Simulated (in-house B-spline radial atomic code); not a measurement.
He is squeezed into an impenetrable sphere of radius R (the orbitals vanish at R). Computed with a radial B-spline atomic code at the basis-set limit: non-relativistic PBE0, spin-polarised, spherical fractional occupations, point nucleus.

Energies in eV above the free atom in 1s2:

```json
{"R (bohr)": "7.03", "highest level (eV)": "-18.2", "1s2": "0.000135", "-dE/dV in 1s2 (GPa)": "0.000528"}
{"R (bohr)": "5.93", "highest level (eV)": "-18.2", "1s2": "0.00158", "-dE/dV in 1s2 (GPa)": "0.0086"}
{"R (bohr)": "4.7", "highest level (eV)": "-18.1", "1s2": "0.02388", "-dE/dV in 1s2 (GPa)": "0.203"}
{"R (bohr)": "4.58", "highest level (eV)": "-18.1", "1s2": "0.03104", "-dE/dV in 1s2 (GPa)": "0.278"}
{"R (bohr)": "3.71", "highest level (eV)": "-17.8", "1s2": "0.2048", "-dE/dV in 1s2 (GPa)": "2.76"}
{"R (bohr)": "3.1", "highest level (eV)": "-16.9", "1s2": "0.7611", "-dE/dV in 1s2 (GPa)": "14.7"}
{"R (bohr)": "2.66", "highest level (eV)": "-15.5", "1s2": "1.969", "-dE/dV in 1s2 (GPa)": "52"}
{"R (bohr)": "2.31", "highest level (eV)": "-13.1", "1s2": "4.236", "-dE/dV in 1s2 (GPa)": "151"}
{"R (bohr)": "1.73", "highest level (eV)": "-3.32", "1s2": "15.87", "-dE/dV in 1s2 (GPa)": "1080"}
{"R (bohr)": "1.43", "highest level (eV)": "9.11", "1s2": "33.04", "-dE/dV in 1s2 (GPa)": "3530"}
```

The highest level is first positive in the row R = 1.43 bohr, pushed up by confinement above the zero of the free ion's potential. Each configuration is held fixed and needn't be the lowest in the sphere.
